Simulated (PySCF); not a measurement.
**[MoF6]-: what the settings change**

[MoF6]-: Mo(V) (d1), charge -1. The structure is a PBE0-D3(BJ)/def2-TZVP geometry optimised for multiplicity 2; coordination octahedral, point group D2h, metal–donor distances 1.87–1.90 Å.

The d shell alone is too small an active space for [MoF6]- (an active orbital has only 0.62 squared overlap with the free ion's shell): its levels, fitted parameters, g values and moments show what this model gives and aren't sound predictions.

```
7

Mo    0.0000    0.0000    0.0000
F     0.0000    0.0000    1.8978
F     0.0000    0.0000   -1.8978
F     1.8722    0.0418    0.0000
F    -1.8722   -0.0418    0.0000
F     0.0418    1.8722    0.0000
F    -0.0418   -1.8722    0.0000
```

Method (PySCF 2.14, density fitting): CASSCF(1,5) with orbitals averaged over all microstates of the shell, strongly contracted NEVPT2 on the averaged canonical orbitals; basis x2c-TZVPall on the metal, x2c-SVPall elsewhere; spin-free X2C; IEF-PCM dichloromethane; spin-orbit coupling by state interaction with the mean-field operator over all roots.

Base run: NEVPT2 ground state 2B3g (from 2T2g), next 2B2g (from 2T2g) at 711, then 2Ag (from 2T2g) at 845 cm⁻¹, 10Dq(NEVPT2) 38882, ζ 816 cm⁻¹, μeff(300 K) 1.11 μB.

Question: What happens with the basis x2c-TZVPall on all atoms?

Answer: NEVPT2 ground state 2B3g (from 2T2g), next 2B2g (from 2T2g) at 722, then 2Ag (from 2T2g) at 873 cm⁻¹, 10Dq(NEVPT2) 38287, ζ 814 cm⁻¹, μeff(300 K) 1.11 μB. It took 44 s against 21 s on a shared host of the same kind.

No frequencies were computed for the optimised geometry. Charge-transfer states lie outside this active space and may come lower than some of these levels. NEVPT2 on the d shell alone tends to put d–d bands too high for such charged or covalently bound ions.
